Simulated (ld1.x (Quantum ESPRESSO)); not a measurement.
# carbon: one change to a TM potential, before and after

C, norm-conserving Troullier–Martins (Kleinman–Bylander form), made with ld1.x (Quantum ESPRESSO) 7.5 (BLYP, non-relativistic). Core [He], reference 2s2 2p1.5 (charge +0.5). Waves: 2p (bound): rc 1.55 bohr; 2s (bound): rc 1.25 bohr. Local part: the s channel. Core correction: a·sin(br)/r model core inside 1.15 bohr.

All-electron outer shells of the reference configuration (BLYP, non-relativistic, ld1.x):

```json
{"shell": "2s", "level (eV)": "-19.23", "outermost node (bohr)": "0.38", "outermost maximum (bohr)": "1.19"}
{"shell": "2p", "level (eV)": "-10.69", "outermost node (bohr)": "–", "outermost maximum (bohr)": "1.14"}
```

Change: type PAW; waves now 2s (bound): rcut 1.10, rcutus 1.25 bohr; 2s channel at 0.25 Ry: rcut 1.10, rcutus 1.25 bohr; 2p (bound): rcut 1.35, rcutus 1.55 bohr; 2p channel at 2.1 Ry: rcut 1.35, rcutus 1.55 bohr; local potential all-electron potential smoothed inside 1.30 bohr (lloc = -1); augmentation BESSEL, radius 0.80 bohr.

Cutoffs: the cutoffs (Ry, on a coarse ladder) from which the occupation-weighted sum of valence levels, in a spherical-Bessel basis at the reference potential, stays within 10 and 1 mRy of its value at 400 Ry; they do not see the model core or the augmentation charge, which bear on the density cutoff. Errors are all-electron minus pseudo energies relative to the spin-unpolarised reference configuration.

Q: What does the change do?

A: The potential gets softer (45 Ry and 80 Ry → 25 Ry and 35 Ry); the number of tests with a reliable result goes from 7 to 1 (the test run of the changed file stopped, so its transferability is not established); neither file shows a bound ghost. Several settings change at once here, so the effects cannot be laid on one of them.

```tsv
quantity	base	changed
cutoff, loose	45 Ry	25 Ry
cutoff, tight	80 Ry	35 Ry
loose cutoff by channel (10 mRy a level)	p 35 Ry, s 30 Ry	s 8 Ry, p 21 Ry
bound ghosts	none	none
tests with a reliable result	7 of 7	1 of 7 (the test run stopped)
error for 2s2 2p2, meV [ΔE -3.94 eV]	+2.0	+1.0
s: phases at 1.69 bohr within 0.05 rad from the reference energy up to (Ry; the scan ends near 5)	4.5	to the end of the scan
p: phases at 1.69 bohr within 0.05 rad from the reference energy up to (Ry; the scan ends near 5)	4.2	to the end of the scan
```

Base: ld1.x printed “convergence not achieved” for 6 of the counted tests; their residual had stalled under 1e-8, short of the target of 1e-14. Changed file: ld1.x printed “convergence not achieved” for 1 of the counted tests; its residual had stalled under 1e-8, short of the target of 1e-14.
